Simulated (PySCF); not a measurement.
Li2, charge +1, doublet, at a GFN2-xTB geometry (such geometries of metal compounds can be far from the true shape) (a state made from the parent by changing its charge; the spin is typed, not shown lowest), with bond 1-2 at 2.4 times its length; CASSCF(3,3)/STO-3G in PySCF.

Here is a job for PySCF.
```python
from pyscf import gto, scf, mcscf
import numpy

mol = gto.M(
    atom='''
Li    0.000000    0.000000   -5.207223
Li    0.000000    0.000000    1.370322
''',
    basis='sto-3g',
    charge=1,
    spin=1,
    verbose=4,
)

mf = scf.ROHF(mol)
mf.kernel()
mc = mcscf.CASSCF(mf, 3, 3)
mc.fix_spin_(ss=0.75)
mc.kernel()
occ = numpy.linalg.eigvalsh(mc.fcisolver.make_rdm1(mc.ci, mc.ncas, mc.nelecas))[::-1]
ss = mc.fcisolver.spin_square(mc.ci, mc.ncas, mc.nelecas)[0]
print('natural occupations', occ.round(4), ' <S^2>', round(ss, 4))
```

Task: What does PySCF print? Leave out banner, timings and long lists.

Result: 
```
PySCF version 2.14.0

[INPUT] verbose = 4
[INPUT] num. atoms = 2
[INPUT] num. electrons = 5
[INPUT] charge = 1
[INPUT] spin (= nelec alpha-beta = 2S) = 1
[INPUT] symmetry False subgroup None
[INPUT] Mole.unit = angstrom
[INPUT] Symbol           X                Y                Z      unit          X                Y                Z       unit  Magmom
[INPUT]  1 Li     0.000000000000   0.000000000000  -5.207223000000 AA    0.000000000000   0.000000000000  -9.840225339536 Bohr   0.0
[INPUT]  2 Li     0.000000000000   0.000000000000   1.370322000000 AA    0.000000000000   0.000000000000   2.589533282466 Bohr   0.0

nuclear repulsion = 0.724068767036942
number of shells = 6
number of NR pGTOs = 30
number of NR cGTOs = 10
basis = sto-3g
ecp = {}

******** <class 'pyscf.scf.rohf.ROHF'> ********
method = ROHF
initial guess = minao
damping factor = 0
level_shift factor = 0
DIIS = <class 'pyscf.scf.diis.CDIIS'>
diis_start_cycle = 1
diis_space = 8
diis_damp = 0
SCF conv_tol = 1e-09
SCF conv_tol_grad = None
SCF max_cycles = 50
direct_scf = True
direct_scf_tol = 1e-13
num. doubly occ = 2  num. singly occ = 1
Set gradient conv threshold to 3.16228e-05
init E= -14.4753809092823
  HOMO = -0.0553727908600234  LUMO = -0.045038443740468  gap/eV = 0.28121
cycle= 1 E= -14.4543512310579  delta_E= 0.021  |g|= 0.0131  |ddm|= 1.09
  HOMO = -0.174266141946997  LUMO = -0.12641073974454  gap/eV = 1.30221
cycle= 2 E= -14.455920036757  delta_E= -0.00157  |g|= 0.00665  |ddm|= 0.12
  HOMO = -0.173084273053104  LUMO = -0.123526693219031  gap/eV = 1.34853
cycle= 3 E= -14.4563702648853  delta_E= -0.00045  |g|= 0.00139  |ddm|= 0.0921
  HOMO = -0.171335856468045  LUMO = -0.122532346754274  gap/eV = 1.32801
cycle= 4 E= -14.4563818232631  delta_E= -1.16e-05  |g|= 1.98e-05  |ddm|= 0.0173
  HOMO = -0.171452327565378  LUMO = -0.122561517889865  gap/eV = 1.33039
cycle= 5 E= -14.4563818239092  delta_E= -6.46e-10  |g|= 8.69e-07  |ddm|= 0.000118
  HOMO = -0.171445186110952  LUMO = -0.12256024903502  gap/eV = 1.33023
Extra cycle  E= -14.4563818239094  delta_E= -1.67e-13  |g|= 9.44e-08  |ddm|= 3.64e-07
converged SCF energy = -14.4563818239094

******** <class 'pyscf.mcscf.mc1step.CASSCF'> ********
CAS (2e+1e, 3o), ncore = 1, nvir = 6
max_cycle_macro = 50
max_cycle_micro = 4
conv_tol = 1e-07
conv_tol_grad = None
orbital rotation max_stepsize = 0.02
orbital rotation threshold for CI restart = 0.01
augmented hessian ah_max_cycle = 30
augmented hessian ah_conv_tol = 1e-12
augmented hessian ah_linear dependence = 1e-14
augmented hessian ah_level shift = 1e-08
augmented hessian ah_start_tol = 2.5
augmented hessian ah_start_cycle = 3
augmented hessian ah_grad_trust_region = 3
kf_trust_region = 3
kf_interval = 4
ci_response_space = 4
ci_grad_trust_region = 3
with_dep4 0
natorb = False
canonicalization = True
sorting_mo_energy = False
ao2mo_level = 2
internal_rotation = False
******** <class 'pyscf.fci.addons.SpinPenaltyFCISolver'> ********
max. cycles = 50
conv_tol = 1e-08
davidson only = True
linear dependence = 1e-12
level shift = 0.001
max iter space = 12
nroots = 1
pspace_size = 400
spin = None
CASCI E = -14.4564364146660  S^2 = 0.7500000
Set conv_tol_grad to 0.000316228
macro iter   1 (  5 JK    2 micro), CASSCF E = -14.4564366507854  dE = -2.36119362e-07  S^2 = 0.7500000
               |grad[o]|=0.000864  |grad[c]|=1.15e-05  |ddm|=1.12e-05  |maxRot[o]|=0.0255
macro iter   2 (  1 JK    1 micro), CASSCF E = -14.4564366507854  dE =  0.00000000e+00  S^2 = 0.7500000
               |grad[o]|=1.74e-06  |grad[c]|=1.43e-07  |ddm|=    0  |maxRot[o]|=    0
1-step CASSCF converged in   2 macro (  6 JK   3 micro) steps
CASSCF canonicalization
Density matrix diagonal elements [1.99997822e+00 9.99996145e-01 2.56351118e-05]
CASSCF energy = -14.4564366507854
CASCI E = -14.4564366507854  E(CI) = -6.77215600773476  S^2 = 0.7500000
natural occupations [2. 1. 0.]  <S^2> 0.75
```
